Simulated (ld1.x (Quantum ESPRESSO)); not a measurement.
gadolinium (Gd): RRKJ pseudisation with PBE, scalar-relativistic reference atom.

ld1.x (Quantum ESPRESSO) 7.5 input, shortened:

```
&input
   title='Gd', zed=64., rel=1, dft='PBE', iswitch=3,
   config='[Xe] 4f7 5d0 5f-2 6s0 6p0'
 /
 &inputp
   pseudotype=2, tm=.false., rho0=0.01, lloc=0,
   nlcc=.false.
 /
4
5P  2  1   6.00   0.00  2.30  2.30  0.0
5D  3  2   0.00   0.00  2.55  2.55  0.0
5F  4  3  -2.00   0.05  2.05  2.05  0.0
5S  1  0   2.00   0.00  2.05  2.05  0.0
 &test
   configts(1)='5s2 5p6 5d0 6s0 6p0'
 /
```

- Cutoffs needed: 30 Ry and 45 Ry (the cutoffs (Ry, on a coarse ladder) from which the occupation-weighted sum of valence levels, in a spherical-Bessel basis at the reference potential, stays within 10 and 1 mRy of its value at 400 Ry)
- Ghost test: no extra level below or beside the all-electron valence levels (p, d, f, s tested) (spherical-Bessel basis up to 400 Ry, 20 bohr box)
- Largest excitation error: +2949 meV (all-electron minus pseudo) for 5s2 5p5 5d1 6s2 6p0, out of 7 test configurations
